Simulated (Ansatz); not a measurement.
Consider the redistribution: `[Cl][InH][Cl]` + `CN([SiH3])[SiH3]` → `[SiH3][In]([Cl])[Cl]` + `CN[SiH3]`.

Isolated molecules relaxed with PBE0-D4/def2-TZVP in Ansatz; ΔE leaves out vibrations. CBS: MP2 limit from def2 TZ/QZ plus the TZ coupled-cluster correction, frozen cores. Functionals use def2-TZVPP. Elements past krypton have def2 core potentials. For In outer-core shells are correlated without core-valence functions, which leaves a few kJ/mol of doubt a bond.

Question: Is it downhill or uphill in electronic energy at CCSD(T)/CBS, and by how much? (Estimate.)

Answer: Ansatz gave: Uphill: ΔE = +0.10 eV.

Question: What do these levels give: PBE-D4, revPBE, BLYP, LC-ωPBE, HF/def2-TZVPP, SCS-MP2/def2-TZVPP? (Best estimate.)

Answer: Ansatz gave: PBE-D4 -0.06, revPBE -0.16, BLYP -0.08, LC-ωPBE 0.08, HF/def2-TZVPP 0.16, SCS-MP2/def2-TZVPP 0.16 eV.

Largest T1 diagnostic among the species: 0.013.

From BLYP to BHLYP (50 % exact exchange), in def2-TZVPP and without D4, ΔE moves by +0.16 eV. Leaving LDA and LC-ωPBE aside and taking each functional with its dispersion term where it has one, the values, not all of them listed here, spread over 0.21 eV, from PBE-D4 to B97M-V. LDA lies +0.12 eV from PBE without D4. At CCSD(T), def2-SVP lies −0.04 eV from the extrapolated value and def2-TZVPP +0.03 eV.
